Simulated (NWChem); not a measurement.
System: CHAuO; SMILES [O+]#[C-]->[AuH]

Here is an NWChem input.

```
start job
memory heap 200 mb stack 900 mb global 1100 mb
geometry units angstroms noautosym nocenter noautoz
  Au    -0.199355     0.358934     0.000000
  H     -0.397240     1.957326     0.000000
  O      0.147774    -2.736529     0.000000
  C      0.026817    -1.613467     0.000000
end
basis spherical
  * library def2-svpd
end
ecp
  Au library def2-ecp
end
dft
  xc xcamb88 1.00 lyp 0.81 vwn_5 0.19 hfexch 1.00
  cam 0.33 cam_alpha 0.19 cam_beta 0.46
  iterations 150
end
tddft
  cis
  nroots 6
  notriplet
end
task tddft energy
```

Excerpt of the output:

```
             Northwest Computational Chemistry Package (NWChem) 7.3.0
             --------------------------------------------------------

                             Geometry "geometry" -> ""
                             -------------------------

 Output coordinates in angstroms (scale by  1.889725989 to convert to a.u.)

  No.       Tag          Charge          X              Y              Z
 ---- ---------------- ---------- -------------- -------------- --------------
    1 Au                  79.0000    -0.19935500     0.35893400     0.00000000
    2 H                    1.0000    -0.39724000     1.95732600     0.00000000
    3 O                    8.0000     0.14777400    -2.73652900     0.00000000
    4 C                    6.0000     0.02681700    -1.61346700     0.00000000

 Effective nuclear repulsion energy (a.u.)     283.9332242010

                                 NWChem DFT Module
                                 -----------------

 Summary of "ao basis" -> "ao basis" (spherical)
 ------------------------------------------------------------------------------
       Tag                 Description            Shells   Functions and Types
 ---------------- ------------------------------  ------  ---------------------
 Au                        def2-svpd                13       35   6s4p2d1f
 H                         def2-svpd                 4        8   2s2p
 O                         def2-svpd                 9       23   4s3p2d
 C                         def2-svpd                 8       20   4s2p2d

            General Information
            -------------------
          SCF calculation type: DFT
          Wavefunction type:  closed shell.
          No. of atoms     :     4
          No. of electrons :    34
           Alpha electrons :    17
            Beta electrons :    17
          Charge           :     0
          Spin multiplicity:     1
          Use of symmetry is: off; symmetry adaption is: off
          Maximum number of iterations: 150
          AO basis - number of functions:    86
                     number of shells:    34
          Convergence on energy requested:  1.00D-06
          Convergence on density requested:  1.00D-05
          Convergence on gradient requested:  5.00D-04

              XC Information
              --------------
                     Hartree-Fock (Exact) Exchange  1.000
                   CAM-Becke88 Exchange Functional  1.000
                      VWN V Correlation Functional  0.190 local
              Lee-Yang-Parr Correlation Functional  0.810

           Range-Separation Parameters
           ---------------------------
           Alpha           :  0.19
           Beta            :  0.46
           Gamma           :  0.33
           Short-Range HF  :     F

             Grid Information
             ----------------
          Grid used for XC integration:  medium
          Radial quadrature: Mura-Knowles
          Angular quadrature: Lebedev.
          Tag              B.-S. Rad. Rad. Pts. Rad. Cut. Ang. Pts.
          ---              ---------- --------- --------- ---------
          Au                  1.35      123          11.0       590
          H                   0.35       45          13.0       434
          O                   0.60       49          12.0       434
          C                   0.70       49          10.0       434
          Grid pruning is: on
          Number of quadrature shells:   266
          Spatial weights used:  Erf1

      Superposition of Atomic Density Guess
      -------------------------------------

 Sum of atomic energies:        -265.26298494

      Non-variational initial energy
      ------------------------------

 Total energy =    -248.243380
 1-e energy   =    -563.039210
 2-e energy   =     228.078217
 HOMO         =      -0.370678
 LUMO         =      -0.015114

[...]

                                NWChem TDDFT Module
                                -------------------

            General Information
            -------------------
           No. of orbitals :     172
            Alpha orbitals :      86
             Beta orbitals :      86
        Alpha frozen cores :       0
         Beta frozen cores :       0
     Alpha frozen virtuals :       0
      Beta frozen virtuals :       0
         Spin multiplicity :       1
    Number of AO functions :      86
        Use of symmetry is : off
      Symmetry adaption is : off
         Schwarz screening :  0.10D-07

              XC Information
              --------------
              Hartree-Fock (Exact) Exchange   1.00
            CAM-Becke88 Exchange Functional   1.00
               VWN V Correlation Functional   0.19 local
       Lee-Yang-Parr Correlation Functional   0.81
           Alpha           :  0.19
           Beta            :  0.46
           Gamma           :  0.33

             TDDFT Information
             -----------------
          Calculation type : Tamm-Dancoff TDDFT
         Wavefunction type : Restricted singlets
          No. of electrons :      34
           Alpha electrons :      17
            Beta electrons :      17
              No. of roots :       6
          Max subspacesize :    5200
            Max iterations :     100
               Target root :       1
           Target symmetry : none
      Symmetry restriction : off
                 Algorithm : Optimal
        Davidson threshold :  0.10D-03

    6 smallest eigenvalue differences (eV)
--------------------------------------------------------
  No. Spin  Occ  Vir  Irrep   E(Occ)    E(Vir)   E(Diff)
--------------------------------------------------------
    1    1   17   18 a        -0.333    -0.042     7.932
    2    1   17   19 a        -0.333    -0.042     7.932
    3    1   16   18 a        -0.397    -0.042     9.674
    4    1   15   18 a        -0.397    -0.042     9.674
    5    1   16   19 a        -0.397    -0.042     9.674
    6    1   15   19 a        -0.397    -0.042     9.674
--------------------------------------------------------

  Entering Davidson iterations
  Restricted singlet excited states

  Iter   NTrls   NConv    DeltaV     DeltaE      Time
  ----  ------  ------  ---------  ---------  ---------
    1      6       0     0.74E-01   0.10+100       13.7
    2     12       0     0.26E-01   0.57E-02       12.5
    3     18       0     0.11E-01   0.11E-02       13.1
    4     24       0     0.39E-02   0.15E-03       12.2
    5     30       2     0.23E-02   0.17E-04       11.3
    6     34       2     0.69E-03   0.59E-05       13.1
    7     38       5     0.17E-03   0.52E-06       14.7
    8     39       6     0.45E-04   0.33E-07       12.2
  ----  ------  ------  ---------  ---------  ---------
  Convergence criterion met

  Ground state a        -249.495768023223 a.u.

  ----------------------------------------------------------------------------
  Root   1 singlet a              0.169388744 a.u.                4.6093 eV
  ----------------------------------------------------------------------------
     Transition Moments    X -0.00001   Y -0.00000   Z  0.71985
     Dipole Oscillator Strength                    0.0585171687
     Electric Quadrupole                           0.0000000181
     Magnetic Dipole                               0.0000000407
     Total Oscillator Strength                     0.0585172275

     Occ.   14  a   ---  Virt.   18  a       -0.16141
     Occ.   15  a   ---  Virt.   19  a       -0.10486
     Occ.   16  a   ---  Virt.   18  a        0.10487
     Occ.   17  a   ---  Virt.   18  a       -0.96793
     Occ.   17  a   ---  Virt.   21  a        0.07371
  ----------------------------------------------------------------------------
  Root   2 singlet a              0.169391311 a.u.                4.6094 eV
  ----------------------------------------------------------------------------
     Transition Moments    X  0.71364   Y  0.09504   Z  0.00001
     Dipole Oscillator Strength                    0.0585318575
     Electric Quadrupole                           0.0000000183
     Magnetic Dipole                               0.0000000407
     Total Oscillator Strength                     0.0585319165

     Occ.   14  a   ---  Virt.   19  a       -0.16186
     Occ.   15  a   ---  Virt.   18  a       -0.10487
     Occ.   16  a   ---  Virt.   19  a       -0.10486
     Occ.   17  a   ---  Virt.   19  a       -0.96791
     Occ.   17  a   ---  Virt.   20  a        0.07349
  ----------------------------------------------------------------------------
  Root   3 singlet a              0.203644095 a.u.                5.5414 eV
  ----------------------------------------------------------------------------
     Transition Moments    X -0.00002   Y -0.00000   Z -0.00000
     Dipole Oscillator Strength                    0.0000000000
     Electric Quadrupole                           0.0000000000
     Magnetic Dipole                               0.0000000000
     Total Oscillator Strength                     0.0000000000

     Occ.   15  a   ---  Virt.   18  a        0.70492
     Occ.   16  a   ---  Virt.   19  a       -0.70491
  ----------------------------------------------------------------------------
  Root   4 singlet a              0.203644097 a.u.                5.5414 eV
  ----------------------------------------------------------------------------
     Transition Moments    X -0.00000   Y -0.00000   Z -0.00003
     Dipole Oscillator Strength                    0.0000000001
     Electric Quadrupole                           0.0000000000
     Magnetic Dipole                               0.0000000000
     Total Oscillator Strength                     0.0000000001

[...]
```

Level: CAM-B3LYP/def2-SVPD with def2 effective core potentials on Au, TDA. The geometry was optimised at PBE0/def2-SVP. Not confirmed as a minimum by frequencies. def2 effective core potentials on Au; no spin-orbit coupling.
